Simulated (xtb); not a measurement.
A run for xtb: GFN2-xTB on AlH3Se (SMILES [AlH2][SeH]), a point of a bond scan (R = 1.259 Å).

```
$ xtb mol.xyz --gfn 2 --sp --chrg 0 --uhf 0
5

Al     0.36409461     0.02746235    -1.55730963
H     -0.48600064    -0.45031995    -2.35311740
H      1.74544102     0.64238966    -1.99374994
Se    -0.20119715    -0.03048168     0.69657830
H      1.06055664     0.60674232     1.10718226
```

Program output:

```
[...]
           -------------------------------------------------
          |                Calculation Setup                |
           -------------------------------------------------



           -------------------------------------------------
          |                 G F N 2 - x T B                 |
           -------------------------------------------------

        Reference                      10.1021/acs.jctc.8b01176
      * Hamiltonian:
        H0-scaling (s, p, d)           1.850000    2.230000    2.230000
        zeta-weighting                 0.500000
      * Dispersion:
        s8                             2.700000
        a1                             0.520000
        a2                             5.000000
        s9                             5.000000
      * Repulsion:
        kExp                           1.500000    1.000000
        rExp                           1.000000
      * Coulomb:
        alpha                          2.000000
        third order                    shell-resolved
        anisotropic                    true
        a3                             3.000000
        a5                             4.000000
        cn-shift                       1.200000
        cn-exp                         4.000000
        max-rad                        5.000000


          ...................................................
          :                      SETUP                      :
          :.................................................:
          :  # basis functions                  23          :
          :  # atomic orbitals                  21          :
          :  # shells                            9          :
          :  # electrons                        12          :
          :  max. iterations                   250          :
          :  Hamiltonian                  GFN2-xTB          :
          :  restarted?                      false          :
          :  GBSA solvation                  false          :
          :  PC potential                    false          :
          :  electronic temp.          300.0000000     K    :
          :  accuracy                    1.0000000          :
          :  -> integral cutoff          0.2500000E+02      :
          :  -> integral neglect         0.1000000E-07      :
          :  -> SCF convergence          0.1000000E-05 Eh   :
          :  -> wf. convergence          0.1000000E-03 e    :
          :  Broyden damping             0.4000000          :
          :  net charge                          0          :
          :  unpaired electrons                  0          :
          ...................................................

 iter      E             dE          RMSdq      gap      omega  full diag
   1     -5.7645124 -0.576451E+01  0.197E+01    4.28       0.0  T
   2     -5.8183603 -0.538479E-01  0.143E+01    3.78       1.0  T
   3     -5.8234798 -0.511950E-02  0.584E+00    4.02       1.0  T
   4     -5.8285867 -0.510689E-02  0.164E+00    3.91       1.0  T
   5     -5.8297758 -0.118908E-02  0.102E+00    4.02       1.0  T
   6     -5.8300826 -0.306808E-03  0.454E-01    3.93       1.0  T
   7     -5.8302356 -0.152988E-03  0.151E-01    3.95       1.0  T
   8     -5.8302522 -0.165785E-04  0.571E-02    3.94       1.0  T
   9     -5.8302525 -0.330073E-06  0.134E-02    3.94       3.3  T
  10     -5.8302525 -0.321050E-07  0.301E-03    3.94      14.8  T
  11     -5.8302525 -0.319855E-08  0.144E-03    3.94      31.0  T
  12     -5.8302525 -0.112134E-08  0.144E-04    3.94     310.4  T
  13     -5.8302525 -0.520561E-11  0.729E-05    3.94     613.4  T

   *** convergence criteria satisfied after 13 iterations ***

         #    Occupation            Energy/Eh            Energy/eV
      -------------------------------------------------------------
         1        2.0000           -0.7477042             -20.3461
         2        2.0000           -0.5434921             -14.7892
         3        2.0000           -0.4841370             -13.1740
         4        2.0000           -0.4357923             -11.8585
         5        2.0000           -0.4082815             -11.1099
         6        2.0000           -0.3987793             -10.8513 (HOMO)
         7                         -0.2538108              -6.9065 (LUMO)
         8                         -0.2338084              -6.3622
         9                         -0.2032892              -5.5318
        10                         -0.1881941              -5.1210
        11                         -0.1703597              -4.6357
       ...                                ...                  ...
        21                          1.6832541              45.8037
      -------------------------------------------------------------
                  HL-Gap            0.1449685 Eh            3.9448 eV
             Fermi-level           -0.3262951 Eh           -8.8789 eV

 SCC (total)                   0 d,  0 h,  0 min,  0.004 sec
 SCC setup                      ...        0 min,  0.000 sec (  2.244%)
 Dispersion                     ...        0 min,  0.000 sec (  0.713%)
 classical contributions        ...        0 min,  0.000 sec (  0.395%)
 integral evaluation            ...        0 min,  0.001 sec ( 16.069%)
 iterations                     ...        0 min,  0.002 sec ( 56.742%)
 molecular gradient             ...        0 min,  0.001 sec ( 22.160%)
 printout                       ...        0 min,  0.000 sec (  1.500%)

         :::::::::::::::::::::::::::::::::::::::::::::::::::::
         ::                     SUMMARY                     ::
         :::::::::::::::::::::::::::::::::::::::::::::::::::::
         :: total energy              -5.761872544585 Eh    ::
         :: gradient norm              0.244428428553 Eh/a0 ::
         :: HOMO-LUMO gap              3.944793732146 eV    ::
         ::.................................................::
         :: SCC energy                -5.830252345277 Eh    ::
         :: -> isotropic ES            0.032869594284 Eh    ::
         :: -> anisotropic ES          0.002727010676 Eh    ::
         :: -> anisotropic XC         -0.004438624064 Eh    ::
         :: -> dispersion             -0.002194390831 Eh    ::
         :: repulsion energy           0.068379800692 Eh    ::
         :: add. restraining           0.000000000000 Eh    ::
         :: total charge               0.000000000000 e     ::
         :::::::::::::::::::::::::::::::::::::::::::::::::::::

           -------------------------------------------------
          |                Property Printout                |
           -------------------------------------------------

    * Orbital Energies and Occupations

         #    Occupation            Energy/Eh            Energy/eV
      -------------------------------------------------------------
         1        2.0000           -0.7477042             -20.3461
         2        2.0000           -0.5434921             -14.7892
         3        2.0000           -0.4841370             -13.1740
         4        2.0000           -0.4357923             -11.8585
         5        2.0000           -0.4082815             -11.1099
         6        2.0000           -0.3987793             -10.8513 (HOMO)
         7                         -0.2538108              -6.9065 (LUMO)
         8                         -0.2338084              -6.3622
         9                         -0.2032892              -5.5318
        10                         -0.1881941              -5.1210
        11                         -0.1703597              -4.6357
        12                         -0.1465559              -3.9880
        13                         -0.1136157              -3.0916
        14                          0.0083677               0.2277
Note: The following floating-point exceptions are signalling: IEEE_UNDERFLOW_FLAG IEEE_DENORMAL
normal termination of xtb
        15                          0.0156721               0.4265
        16                          0.1632255               4.4416
        17                          0.2103527               5.7240
       ...                                ...                  ...
        21                          1.6832541              45.8037
      -------------------------------------------------------------
                  HL-Gap            0.1449685 Eh            3.9448 eV
             Fermi-level           -0.3262951 Eh           -8.8789 eV

     #   Z          covCN         q      C6AA      α(0)
     1  13 Al       2.611     0.441    92.499    19.654
     2   1 H        0.896    -0.105     5.772     3.759
     3   1 H        0.875    -0.177     9.269     4.767
     4  34 Se       1.762    -0.333   247.082    27.392
     5   1 H        0.922     0.175     1.233     1.736

 Mol. C6AA /au·bohr⁶  :       1005.542036
 Mol. C8AA /au·bohr⁸  :      61595.435351
 Mol. α(0) /au        :         57.308170


Wiberg/Mayer (AO) data.
largest (>0.10) Wiberg bond orders for each atom

 ---------------------------------------------------------------------------
     #   Z sym  total        # sym  WBO       # sym  WBO       # sym  WBO
 ---------------------------------------------------------------------------
     1  13 Al   3.105 --     4 Se   1.208     2 H    0.915     3 H    0.891
     2   1 H    0.989 --     1 Al   0.915
     3   1 H    0.969 --     1 Al   0.891
     4  34 Se   2.170 --     1 Al   1.208     5 H    0.878
     5   1 H    0.969 --     4 Se   0.878
 ---------------------------------------------------------------------------

Topologies differ in total number of bonds
Writing topology from bond orders to xtbtopo.mol

molecular dipole:
                 x           y           z       tot (Debye)
 q only:        0.294       0.118      -0.233
   full:        0.301       0.079      -0.688       1.920
molecular quadrupole (traceless):
                xx          xy          yy          xz          yz          zz
 q only:       -0.801      -0.570       0.765       2.669       1.184       0.036
  q+dip:        0.133       0.090       0.677       2.915       1.260      -0.810
   full:       -0.987      -1.962       3.089       3.839       1.262      -2.102


           -------------------------------------------------
          | TOTAL ENERGY               -5.761872544585 Eh   |
          | GRADIENT NORM               0.244428428553 Eh/α |
          | HOMO-LUMO GAP               3.944793732146 eV   |
           -------------------------------------------------

------------------------------------------------------------------------
------------------------------------------------------------------------
 total:
 SCF:
```

The run finished.

Cost: very roughly 0.03 core-seconds.
